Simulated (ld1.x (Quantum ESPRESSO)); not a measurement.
Which change was made? (Ge, RRKJ)

germanium, norm-conserving RRKJ (Kleinman–Bylander form), made with ld1.x (Quantum ESPRESSO) 7.5 (PBE, scalar-relativistic). Core [Ar] 3d10, reference 4s1 4p3. Waves: 4p (bound): rc 2.30 bohr; 4s (bound): rc 1.85 bohr. Local part: the s channel. Core correction: none.

Cutoffs, loose and tight: the cutoffs (Ry, on a coarse ladder) from which the occupation-weighted sum of valence levels, in a spherical-Bessel basis at the reference potential, stays within 10 and 1 mRy of its value at 400 Ry. They do not see the model core or the augmentation charge, which bear on the density cutoff. Test errors are all-electron minus pseudo excitation energies from the reference, over the configurations 4s2 4p2; 4s2 4p1; 4s2 4p0; 4s0 4p4; 4s2 4p1.5; 4s1 4p2; 4s1 4p0; variants that change the core or the reference have their own tests.

The base gives: outcome: generated; cutoff, loose: 21 Ry; cutoff, tight: 40 Ry; bound ghosts: none; largest test error (meV): +78.

After one change the result is: outcome: generated; cutoff, loose: 200 Ry; cutoff, tight: 260 Ry; bound ghosts: none; largest test error (meV): -64. Which change was it?
A. type TM; local potential the p channel
B. local potential the p channel
C. functional BLYP
D. core [Ar], valence charge 14; reference 3d10 4s2 4p1; waves now 4p (bound): rc 1.95 bohr; 3d (bound): rc 1.10 bohr; 4s (bound): rc 1.75 bohr; core correction Bessel-smoothed model core inside 0.55 bohr
E. reference 4s2 4p2

D. The others give: reference 4s2 4p2 → outcome: generated; cutoff, loose: 25 Ry; cutoff, tight: 40 Ry; bound ghosts: none; largest test error (meV): +98 | functional BLYP → outcome: generated; cutoff, loose: 21 Ry; cutoff, tight: 40 Ry; bound ghosts: none; largest test error (meV): +358 | type TM; local potential the p channel → outcome: generated; cutoff, loose: 15 Ry; cutoff, tight: 40 Ry; bound ghosts: none; largest test error (meV): +27 | local potential the p channel → outcome: failed: compute_phi: phi has nodes before r_c.
